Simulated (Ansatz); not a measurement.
Process, species as SMILES: F[C]Cl (closed-shell singlet) → C atom + Cl atom + F atom
B3LYP-D3(BJ)/def2-TZVP geometries, fixed; electronic energies without zero-point terms.
Largest species:
```xyz
3

F     -1.4677    -0.2909     0.0321
C     -0.5979     0.6705    -0.0192
Cl     0.9880    -0.0826    -0.0102
```

Basis-set convergence of the atomisation energy at CCSD(T) with Ansatz (a program for electronic structure). Cartesian d functions, on some or all atoms, in 6-311G**, 6-311+G**; all else is spherical. Cores are frozen. A restricted Hartree-Fock determinant is unstable towards unrestricted orbitals. Open shells are unrestricted. No added dispersion term, no relativity. Functions are those of the species that has most. Reference: Hartree-Fock in aug-cc-pV(Q+d)Z plus the correlation part extrapolated as X^-3 from aug-cc-pV(T+d)Z and aug-cc-pV(Q+d)Z, 214.15 kcal/mol, itself unsure by roughly 1.09 kcal/mol (a third of the extrapolation step and of the last Hartree-Fock step). Deviations are taken from unrounded values.

```
basis            functions  atomisation energy (kcal/mol)
---------------  ---------  -----------------------------
def2-SVP                46                         195.73
def2-SVPD               70                         196.51
pcseg-1                 46                         188.28
aug-pcseg-1             73                         195.14
cc-pV(D+d)Z             51                         188.83
aug-cc-pV(D+d)Z         78                         193.02
6-311G**                63                         191.70
6-311+G**               75                         193.64
pcseg-2                 94                         205.96
aug-pcseg-2            142                         207.73
cc-pV(T+d)Z             99                         204.59
aug-cc-pV(T+d)Z        147                         206.96
def2-TZVP               99                         204.85
def2-TZVPD             123                         205.49
def2-TZVPP             104                         204.99
def2-TZVPPD            128                         205.59
cc-pV(Q+d)Z            174                         209.90
aug-cc-pV(Q+d)Z        249                         211.28
def2-QZVPP             184                         209.92
def2-QZVPPD            208                         210.20
pcseg-3                184                         210.67
aug-pcseg-3            259                         211.35
```

What the diffuse functions change, pair by pair:
- def2-SVP to def2-SVPD: 24 more functions, deviation -18.42 to -17.64 kcal/mol
- pcseg-1 to aug-pcseg-1: 27 more functions, deviation -25.87 to -19.01 kcal/mol
- cc-pV(D+d)Z to aug-cc-pV(D+d)Z: 27 more functions, deviation -25.32 to -21.12 kcal/mol
- 6-311G** to 6-311+G**: 12 more functions, deviation -22.45 to -20.51 kcal/mol
- pcseg-2 to aug-pcseg-2: 48 more functions, deviation -8.18 to -6.42 kcal/mol
- cc-pV(T+d)Z to aug-cc-pV(T+d)Z: 48 more functions, deviation -9.55 to -7.19 kcal/mol
- def2-TZVP to def2-TZVPD: 24 more functions, deviation -9.30 to -8.66 kcal/mol
- def2-TZVPP to def2-TZVPPD: 24 more functions, deviation -9.16 to -8.55 kcal/mol
- cc-pV(Q+d)Z to aug-cc-pV(Q+d)Z: 75 more functions, deviation -4.25 to -2.86 kcal/mol
- def2-QZVPP to def2-QZVPPD: 24 more functions, deviation -4.22 to -3.95 kcal/mol
- pcseg-3 to aug-pcseg-3: 75 more functions, deviation -3.48 to -2.79 kcal/mol

Leaving out the reference's own pair, they bring the value nearer the reference by more than 1.09 kcal/mol in 5 of 10 pairs.
